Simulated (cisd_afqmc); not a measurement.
Input (AFQMC/CISD/def2-SVP; cisd_afqmc is a phaseless AFQMC code with CISD trial states that reads the integrals written by Ansatz):

Ansatz 0.2 input:
```python
import cisd_afqmc

open("ham.yaml", "w").write("""\
crystal:
  periodic: [false, false, false]
  atoms:
    - {symbol: Sr, position_ang: [-0.00000000, -0.00000000, -0.40177766]}
    - {symbol: F, position_ang: [0.00000000, 0.00000000, 1.69639455]}
basis:
  gaussian:
    orbitals: def2-SVP
magnetization: {spin_polarized: true, initial_magnetization: 1}
correlation: {method: ccsd, electrons: outside_noble_gas, hamiltonian_folder: ham}
""")
rep = cisd_afqmc.ansatz("ham.yaml")
e_ccsd = rep["correlation"]["coupled_cluster"]["energy"]["hartree"]
out = cisd_afqmc.run("ham", e_ccsd, trial="CISD", walkers=200, populations=8, threads=8, dt=0.005, steps=40, early=24, settle=10, least=32,
    cut=5e-5, rank_cut=2e-4, target=0.0004, seconds=1500, seed=1, memory=17280, gpu=False)
```

Output:

```
orbitals 32, occupied [5, 4], factors 158 of 357, rank of the doubles 110 of 247
E(HF) = -129.768964
E(CCSD) on the cut factors = -129.975753, shift to the whole factors 0.000002
Energy of the trial state on the determinant = -129.975865
  tau behind 7.2 of longer steps, mean of the populations' last blocks
   2.0  -129.97967
   4.0  -129.97986
   6.0  -129.97880
   8.0  -129.97897
blocks 308 (0 outliers left out), error by blocks joined: 1: 0.00013, 2: 0.00014, 4: 0.00015, 8: 0.00018, 16: 0.00017
E(AFQMC/CISD) = -129.97925 +/- 0.00018
```
